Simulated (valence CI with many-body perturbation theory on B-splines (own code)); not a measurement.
## E1 line list for Xe5+

Calculated by valence CI with perturbative core correlation (CI+MBPT): three valence electrons over a frozen Dirac-Fock core [Kr] 4d10, radial functions for each j: 11 s, 11 p, 10 d, 8 f, 5 g, 2 h, with the one-electron correlation potential Σ1 (screened to all orders), the two-electron term Σ2, the three-electron term Σ3, Breit, model QED; selected single and double excitations, second order for the rest, scaled by the run's own slope (own B-spline code, finite nucleus).

Set against measurement, 18 paired levels are off by 446 cm⁻¹ on average, the worst by 1230. These come from a selection out of Saloman, J. Phys. Chem. Ref. Data 33, 765 (2004). Levels without a partner in it may be off by more, other configurations by several thousand cm⁻¹. The list stops below the first excitations out of the core. 7 measured levels below the end of the list, from 338450 cm⁻¹ on, found no clear computed partner, and computed levels of the same name lie up to 10570 cm⁻¹ from them.

Lines 101 to 150 of 595 in falling wavelength, among levels below 51.220 eV, chosen from the strongest by gf and those to the six lowest levels. Wavelengths and rates use the calculated energies, so an error of 400 cm⁻¹ moves a line at 130.4 nm by 0.52 % and its rate by three times that or more. Electric multipoles are in the length gauge, E1 and E2 with the static RPA response of the core. Weak lines are less certain than strong ones. Lines between different terms over intervals too small for the method are left out, as are lines whose strength nearly cancels. Where a level lies close to another of its J and parity, the split of strength between their lines is uncertain. The highest levels of a list are the least certain.

Names give the largest LS component (configuration and term), which can be under half, so a name can repeat, a term be missing and a line seem to break the LS rules; names also repeat where a configuration has a term twice. Letters in brackets count levels of one name in rising energy.

| λ vac (nm) | λ from measured levels | Upper | Lower | A (s⁻¹) | log gf | Branch % |
| --- | --- | --- | --- | --- | --- | --- |
| 148.9 |  | 5s2.7d 2D_5/2 | 5s2.5f 2F°_7/2 | 1.34e+08 | -0.57 | 11.1 |
| 144.6 |  | 5s2.6d 2D_5/2 | 5p3 2P°_3/2 | 3.06e+08 | -0.24 | 6.3 |
| 143.7 |  | 5s2.6d 2D_3/2 | 5s2.6p 2P°_1/2 | 1.14e+09 | 0.15 | 22.0 |
| 143.4 |  | 5s.5p.6p 2D_5/2 [a] | 5s.5p.5d 2F°_7/2 [b] | 1.11e+08 | -0.69 | 3.1 |
| 137.5 |  | 5s2.6f 2F°_7/2 | 4f.5s.5p 2D_5/2 [b] | 7.00e+08 | 0.20 | 11.5 |
| 136.9 |  | 5s2.6f 2F°_5/2 | 4f.5s.5p 2D_3/2 [b] | 6.14e+08 | 0.02 | 9.8 |
| 134.4 |  | 5s2.6d 2D_3/2 | 5p3 2P°_1/2 | 1.82e+08 | -0.71 | 3.5 |
| 131.3 |  | 5s2.7s 2S_1/2 | 5s2.6p 2P°_3/2 | 1.73e+09 | -0.05 | 18.0 |
| 130.4 | 129.9 | 5s.5p2 4P_1/2 | 5s2.5p 2P°_3/2 | 7.34e+06 | -2.43 | 12.1 |
| 130.2 |  | 5s.5p.6p 4P_5/2 | 5s.5p.5d 2F°_7/2 [a] | 1.31e+08 | -0.70 | 4.4 |
| 130.2 |  | 5s.5p.6p 2S_1/2 | 5s.5p.5d 2P°_1/2 [a] | 3.44e+08 | -0.76 | 9.4 |
| 126.8 | 128.0 | 4f.5s2 2F°_7/2 | 5s.5p2 4P_5/2 | 1.40e+07 | -1.57 | 23.0 |
| 125.0 |  | 5s2.7s 2S_1/2 | 5p3 2P°_3/2 | 3.59e+08 | -0.77 | 3.7 |
| 124.5 |  | 5s.5p.6p 2D_5/2 [b] | 5s2.5f 2F°_7/2 | 1.52e+08 | -0.67 | 1.1 |
| 123.5 |  | 5s.5p.6p 2P_1/2 [a] | 5s.5p.5d 4P°_3/2 | 4.68e+08 | -0.67 | 11.5 |
| 123.0 |  | 5p3 2D°_5/2 | 5s.5p2 2P_3/2 | 2.13e+08 | -0.54 | 15.3 |
| 122.8 |  | 4f.5p2 2G°_7/2 | 4f.5s.5p 2F_5/2 [b] | 1.64e+08 | -0.53 | 6.5 |
| 122.7 |  | 5s2.7s 2S_1/2 | 5s2.6p 2P°_1/2 | 9.91e+08 | -0.35 | 10.3 |
| 122.3 |  | 4f.5p2 4G°_9/2 [a] | 4f.5s.5p 2G_9/2 [b] | 6.54e+07 | -0.83 | 2.5 |
| 122.1 |  | 5s2.7d 2D_3/2 | 5s.5p.5d 2F°_5/2 [b] | 1.37e+08 | -0.91 | 8.5 |
| 121.1 |  | 5s.5p.6p 2P_1/2 [b] | 5s.5p.5d 2D°_3/2 [b] | 4.15e+08 | -0.74 | 3.8 |
| 121.1 |  | 5s.5p.6p 2P_1/2 [a] | 5s.5p.5d 2D°_3/2 [a] | 3.35e+08 | -0.83 | 8.2 |
| 120.3 |  | 5s.5p.6p 2S_1/2 | 5s.5p.5d 2P°_3/2 [a] | 4.74e+08 | -0.69 | 13.0 |
| 120.3 |  | 5s.5p.6p 2P_1/2 [b] | 5s.5p.5d 2P°_1/2 [b] | 2.92e+08 | -0.90 | 2.6 |
| 119.8 |  | 5s.5p.6p 4D_5/2 | 5s.5p.5d 4D°_7/2 | 9.34e+07 | -0.92 | 3.0 |
| 119.7 |  | 4f.5p2 4G°_9/2 [b] | 4f.5s.5p 2G_9/2 [b] | 9.46e+07 | -0.69 | 2.6 |
| 119.2 |  | 4f.5p2 4G°_9/2 [a] | 4f.5s.5p 2F_7/2 [c] | 1.58e+08 | -0.47 | 5.9 |
| 119.1 |  | 5p3 2P°_3/2 | 5s2.5d 2D_5/2 | 2.17e+08 | -0.73 | 7.2 |
| 118.8 |  | 5s.5p.6p 2D_5/2 [a] | 5s.5p.5d 2F°_7/2 [a] | 9.15e+08 | 0.07 | 25.4 |
| 118.4 | 118.0 | 5s.5p2 4P_3/2 | 5s2.5p 2P°_3/2 | 8.26e+06 | -2.16 | 88.3 |
| 118.3 | 118.1 | 5s2.6p 2P°_1/2 | 5s2.5d 2D_3/2 | 1.39e+09 | -0.23 | 35.0 |
| 118.1 |  | 5p2.5d 4F_9/2 | 5s.5p.5d 2F°_7/2 [b] | 7.04e+07 | -0.83 | 2.2 |
| 117.6 |  | 5s.5p.6p 2D_3/2 [b] | 5s.5p.5d 2D°_5/2 [a] | 3.62e+08 | -0.52 | 10.2 |
| 117.1 |  | 4f.5p2 4G°_11/2 | 4f.5s.5p 2G_9/2 [b] | 1.03e+08 | -0.60 | 3.2 |
| 116.8 |  | 5s.5p.6p 2D_3/2 [a] | 5s.5p.5d 2F°_5/2 [a] | 3.16e+08 | -0.59 | 8.8 |
| 116.8 |  | 4f.5p2 4G°_9/2 [b] | 4f.5s.5p 2F_7/2 [c] | 6.78e+07 | -0.86 | 1.8 |
| 116.2 |  | 5s.5p.6p 2P_3/2 | 5s.5p.5d 2P°_3/2 [b] | 3.06e+08 | -0.61 | 1.9 |
| 115.4 |  | 5s.5p.6p 4D_3/2 | 5s.5p.5d 4D°_3/2 | 1.51e+08 | -0.92 | 4.2 |
| 114.2 |  | 5s.5p.6p 2P_3/2 | 5s.5p.5d 2D°_5/2 [b] | 5.06e+08 | -0.40 | 3.1 |
| 114.2 |  | 5s.5p.6p 2D_3/2 [a] | 5s.5p.5d 4D°_5/2 | 6.78e+08 | -0.28 | 19.0 |
| 113.9 | 113.6 | 5s2.6p 2P°_3/2 | 5s2.5d 2D_5/2 | 1.20e+09 | -0.03 | 25.5 |
| 113.7 |  | 5s.5p.6p 2D_5/2 [b] | 5s.5p.5d 2D°_5/2 [b] | 2.15e+08 | -0.60 | 1.6 |
| 113.7 |  | 5p2.5d 2P_1/2 | 5s.5p.5d 2P°_1/2 [b] | 3.61e+08 | -0.85 | 2.8 |
| 112.2 |  | 4f.5p2 2F°_7/2 | 4f.5s.5p 2F_7/2 [c] | 3.55e+08 | -0.27 | 13.9 |
| 111.2 |  | 4f.5p2 2F°_5/2 | 4f.5s.5p 2F_5/2 [b] | 4.06e+08 | -0.35 | 16.0 |
| 111.1 |  | 4f.5p2 2H°_9/2 | 4f.5s.5p 2G_7/2 [b] | 2.84e+08 | -0.28 | 24.2 |
| 110.6 |  | 5p3 4S°_3/2 [a] | 5s.5p2 2P_1/2 | 2.25e+08 | -0.78 | 4.8 |
| 110.4 |  | 5s.5p.6p 4P_1/2 | 5s.5p.5d 4D°_1/2 | 9.18e+08 | -0.47 | 33.3 |
| 110.2 |  | 5s.5p.6p 2D_3/2 [b] | 5s.5p.5d 2F°_5/2 [a] | 4.66e+08 | -0.47 | 13.1 |
| 110.0 |  | 5s.5p.6p 2D_3/2 [b] | 5s.5p.5d 4P°_1/2 | 2.81e+08 | -0.69 | 7.9 |

Q: How does gf follow from A for the line at 143.7 nm?

A: gf = 1.4992 × (2J+1)_upper × A / σ², with σ = 69610 cm⁻¹ and 2J+1 = 4: gf = 1.40.
